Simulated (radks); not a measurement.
Task: Sb, configuration [Kr] 4d10 5s1 5p4 (not the ground configuration). Calculated with a radial shooting solver on a logarithmic mesh with Libxc functionals: Dirac Kohn-Sham, PBE, spin-unpolarised, spherical densities, finite nucleus; open shells fill j = l - 1/2 first; Fermi nuclear charge, rms radius 4.6802 fm.

Spin-orbit splittings of the eigenvalues, e(l+1/2) - e(l-1/2), with zeta = 2 splitting/(2l+1) and mean radii in bohr:

| shell | occ. | splitting (eV) | zeta (eV) | <r> j=l-1/2 | <r> j=l+1/2 |
|---|---|---|---|---|---|
| 2p | 6 | 251.8 | 167.9 | 0.1033 | 0.1087 |
| 3p | 6 | 46.46 | 30.98 | 0.3208 | 0.3321 |
| 3d | 10 | 9.656 | 3.862 | 0.3033 | 0.3069 |
| 4p | 6 | 8.590 | 5.727 | 0.8323 | 0.8614 |
| 4d | 10 | ? | ? | 1.020 | 1.033 |
| 5p | 4 | 0.6420 | 0.4280 | 2.765 | 2.898 |

Estimate the 4d splitting.

Result: 1.247 eV (zeta = 0.4989 eV).
